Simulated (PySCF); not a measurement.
2-methylidenecyclopent-3-en-1-one (C6H6O), SMILES C=C1C=CCC1=O.

Coordinates come from a PBE-D3(BJ)/def2-SVP optimisation. One conformer was computed; it need not be the lowest.

Two levels are set side by side: TDA-PBE/def2-SVPD (PySCF) and TDA-CAM-B3LYP/def2-SVPD (PySCF). Vertical, same geometry. The lowest singlet is HOMO→LUMO 99 % with PBE and HOMO−1→LUMO 87 % with the other functional; states are paired by order. Differences are taken from unrounded values.

```
quantity                               TDA-CAM-B3LYP
-------------------------------------  -------------
lowest singlet excitation (eV)                  3.72
lowest triplet excitation (TDA) (eV)            2.62
first bright state (f over 0.05) (eV)           4.92
its oscillator strength                         0.19
```

### Question
What does TDA-PBE give, and how far is it from TDA-CAM-B3LYP? (An estimate is asked for; the answer gives what the named calculation found.)

### Answer

```
quantity                               TDA-PBE  TDA-PBE minus TDA-CAM-B3LYP
-------------------------------------  -------  ---------------------------
lowest singlet excitation (eV)            3.03                        -0.69
lowest triplet excitation (TDA) (eV)      2.51                        -0.12
first bright state (f over 0.05) (eV)     4.08                        -0.84
its oscillator strength                   0.06                        -0.12
```

Functionals without exact exchange tend to place singlet excitations lower, as here. Differences between two approximate levels are no errors against the true value.

Rough cost on one machine, each run with all the roots and properties that it gave: TDA-CAM-B3LYP against TDA-PBE about 4 times.
